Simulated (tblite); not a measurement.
C₃H₉Al₂Cl₂F.
Atom-mapped SMILES: `[CH3:1][CH2:2][CH2:3][Al@H-:4]1[Cl+:5][Al@H-:6]([F:7])[Cl+:8]1` (hydrogens: H9, H10, H11 on C1; H12, H13 on C2; H14, H15 on C3; H16 on Al4; H17 on Al6)

Computed with GFN2-xTB (tblite), gas phase: L-BFGS steps from a force-field or distance-geometry start until the largest atomic force falls under 0.01 eV/Å.

Geometry at step 15:
```
atom  x, y, z in Å
C1     -2.1536    1.1292    0.0155
C2     -1.9598   -0.2849   -0.5329
C3     -0.9871   -1.1033    0.3370
Al4     0.7363   -0.1208    0.2584
Cl5     2.3381   -0.6604    1.6679
Al6     3.6865   -0.1844   -0.0321
F7      4.0345    1.4289   -0.0504
Cl8     2.0594   -0.6266   -1.4592
H9     -1.3835    1.3641    0.7501
H10    -3.1191    1.2364    0.4998
H11    -2.0873    1.8764   -0.7683
H12    -1.5650   -0.2221   -1.5512
H13    -2.9359   -0.7763   -0.5850
H14    -1.0219   -2.1411   -0.0177
H15    -1.3884   -1.1342    1.3604
H16     0.9423    1.4176    0.2098
H17     4.7976   -1.1863   -0.1120
```

Q: Give the atomic forces at this geometry.

A: 
```json
{"atom": "C1", "Fx (eV/Å)": "0.002", "Fy (eV/Å)": "0.102", "Fz (eV/Å)": "0.048"}
{"atom": "C2", "Fx (eV/Å)": "-0.009", "Fy (eV/Å)": "0.127", "Fz (eV/Å)": "0.032"}
{"atom": "C3", "Fx (eV/Å)": "-0.002", "Fy (eV/Å)": "-0.013", "Fz (eV/Å)": "-0.028"}
{"atom": "Al4", "Fx (eV/Å)": "-0.046", "Fy (eV/Å)": "0.028", "Fz (eV/Å)": "-0.021"}
{"atom": "Cl5", "Fx (eV/Å)": "0.075", "Fy (eV/Å)": "0.009", "Fz (eV/Å)": "-0.004"}
{"atom": "Al6", "Fx (eV/Å)": "-0.162", "Fy (eV/Å)": "0.121", "Fz (eV/Å)": "0.008"}
{"atom": "F7", "Fx (eV/Å)": "0.094", "Fy (eV/Å)": "-0.074", "Fz (eV/Å)": "-0.001"}
{"atom": "Cl8", "Fx (eV/Å)": "0.078", "Fy (eV/Å)": "-0.031", "Fz (eV/Å)": "0.020"}
{"atom": "H9", "Fx (eV/Å)": "0.039", "Fy (eV/Å)": "-0.052", "Fz (eV/Å)": "0.041"}
{"atom": "H10", "Fx (eV/Å)": "-0.037", "Fy (eV/Å)": "-0.003", "Fz (eV/Å)": "0.065"}
{"atom": "H11", "Fx (eV/Å)": "-0.062", "Fy (eV/Å)": "0.020", "Fz (eV/Å)": "-0.092"}
{"atom": "H12", "Fx (eV/Å)": "-0.012", "Fy (eV/Å)": "-0.061", "Fz (eV/Å)": "0.004"}
{"atom": "H13", "Fx (eV/Å)": "0.065", "Fy (eV/Å)": "-0.063", "Fz (eV/Å)": "-0.073"}
{"atom": "H14", "Fx (eV/Å)": "0.108", "Fy (eV/Å)": "-0.069", "Fz (eV/Å)": "0.019"}
{"atom": "H15", "Fx (eV/Å)": "-0.011", "Fy (eV/Å)": "-0.022", "Fz (eV/Å)": "-0.015"}
{"atom": "H16", "Fx (eV/Å)": "-0.094", "Fy (eV/Å)": "0.105", "Fz (eV/Å)": "0.006"}
{"atom": "H17", "Fx (eV/Å)": "-0.025", "Fy (eV/Å)": "-0.123", "Fz (eV/Å)": "-0.008"}
```

The largest, 0.20 eV/Å, acts on Al6; the rms over all components is 0.062 eV/Å. The forces sum to zero within rounding, as they must for an isolated molecule in no field.

Q: Give the force on Al6 in Eh/bohr and in nN.

A: 0.202 eV/Å ÷ 51.422 = 0.00394 Eh/bohr, and 0.202 eV/Å × 1.602 = 0.32 nN.

Q: How far is this geometry from the end of the optimisation?

A: 0.403 eV above it, and 1.104 Å rms away after alignment. The bonds farthest from their final lengths, with half the difference of the two atoms' forces along the bond (positive lengthens):

```json
{"bond": "Cl5–Al6", "now (Å)": "2.221", "final (Å)": "2.181", "force along bond (eV/Å)": "-0.06"}
{"bond": "Al6–Cl8", "now (Å)": "2.209", "final (Å)": "2.182", "force along bond (eV/Å)": "-0.08"}
{"bond": "Al4–Cl5", "now (Å)": "2.201", "final (Å)": "2.220", "force along bond (eV/Å)": "+0.05"}
{"bond": "Al6–H17", "now (Å)": "1.498", "final (Å)": "1.514", "force along bond (eV/Å)": "+0.13"}
{"bond": "Al4–Cl8", "now (Å)": "2.226", "final (Å)": "2.211", "force along bond (eV/Å)": "+0.03"}
{"bond": "C1–C2", "now (Å)": "1.529", "final (Å)": "1.520", "force along bond (eV/Å)": "-0.01"}
```

The angle farthest from its final value is Al4–Cl8–Al6, 83.9° against 90.0°.

Of the 5 listed bonds off by 0.010 Å or more, this force points towards the final length in 4.

The cost below is that of the whole relaxation. Time: 2.6 s. Hardware: one thread, Arm Neoverse V1 (aarch64) (shared host).
